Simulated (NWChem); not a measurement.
System: C$_{3}$H$_{10}$Si; SMILES CC(C)[SiH3]

```xyz
14

Si    -0.0265    -1.3798     0.0000
C      0.3914     0.4710     0.0000
C     -0.1179     1.1592    -1.2665
C     -0.1179     1.1592     1.2665
H      0.5372    -2.0481    -1.2155
H      0.5372    -2.0481     1.2155
H     -1.5119    -1.5779     0.0000
H      1.4969     0.5170     0.0000
H      0.1742     2.2229    -1.2838
H     -1.2185     1.1243    -1.3273
H      0.2787     0.6931    -2.1822
H      0.2787     0.6931     2.1822
H      0.1742     2.2229     1.2838
H     -1.2185     1.1243     1.3273
```
Atoms are numbered in this order, from 1.

Coordinates come from a PBE0/def2-SVP optimisation. Not confirmed as a minimum by frequencies.

Question: Give the principal values of the shielding tensors (ppm) of Si1, C2, C3 from PBE0/pcSseg-1, GIAO (NWChem), with their diamagnetic and paramagnetic parts as GIAO splits them.

Answer: 
```tsv
atom	σ11	σ22	σ33	isotropic	diamagnetic	paramagnetic
Si1	369.9	371.8	472.8	404.9	880.7	-475.9
C2	163.7	176.7	177.2	172.5	251.4	-78.9
C3	149.2	155.3	185.7	163.4	249.6	-86.2
```
